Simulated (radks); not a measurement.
Removal energies from the aluminium ion Al8+, [He] 2s2 2p1, by Delta-SCF beside the eigenvalue of the level emptied. All-electron calculation, scalar-relativistic Kohn-Sham, LDA (Slater exchange, Perdew-Wang correlation), spin-polarised, spherical densities, finite nucleus; Fermi nuclear charge, rms radius of each element as measured or else 0.836 A^(1/3) + 0.57 fm. Program: a radial shooting solver on a logarithmic mesh with Libxc functionals. Open shells are filled with parallel spins first.

removed from  final configuration  Delta-SCF (eV)  -eigenvalue (eV)
2p                       [He] 2s2          330.08            307.71
2s                   [He] 2s1 2p1          347.52            330.26
1s                    1s1 2s2 2p1          1876.1            1803.7
